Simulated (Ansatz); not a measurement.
Start from `[CH3][V](=[NH])([OH])[Cl]` and change one element to get `[CH3][Ta](=[NH])([OH])[Cl]`.

Ansatz, PBE0-D4/def2-TZVP geometries, multiplicity 1. Each molecule was computed in one conformer, which needn't be the lowest.

Elements past krypton have def2 core potentials. Scalar relativity is left out up to krypton.

```csv
property,`[CH3][V](=[NH])([OH])[Cl]`
zero-point energy (PBE0-D4/def2-TZVP) / kJ/mol,167.2
HOMO energy (PBE/def2-TZVPP) / eV,-6.92
size of the dipole moment (PBE/def2-TZVPP) / D,1.02
HOMO–LUMO gap (B3LYP/def2-TZVPP) / eV,5.16
LUMO energy (PBE/def2-TZVPP) / eV,-3.67
HOMO energy (PBE0/def2-TZVPP) / eV,-8.31
```

Give the same properties after the change, and the shifts. (An estimate is asked.)

Ansatz gave: 
| property | `[CH3][Ta](=[NH])([OH])[Cl]` | shift |
| --- | --- | --- |
| zero-point energy (PBE0-D4/def2-TZVP) / kJ/mol | 163.7 | -3.5 |
| HOMO energy (PBE/def2-TZVPP) / eV | -6.35 | 0.57 |
| size of the dipole moment (PBE/def2-TZVPP) / D | 1.73 | 0.71 |
| HOMO–LUMO gap (B3LYP/def2-TZVPP) / eV | 5.82 | 0.66 |
| LUMO energy (PBE/def2-TZVPP) / eV | -2.26 | 1.41 |
| HOMO energy (PBE0/def2-TZVPP) / eV | -7.70 | 0.61 |

With PBE0 the HOMO rises by 0.61 eV and the LUMO rises by 1.23 eV, so the gap widens by about 0.62 eV. PBE moves the HOMO by 0.57 eV and ωB97M-V by 0.60 eV. Dipoles are sizes alone; their direction can turn.

Positive LUMOs are unbound, so they and the gaps depend on the basis.

B3LYP here is the variant with VWN-RPA as its local correlation; programs differ in this.
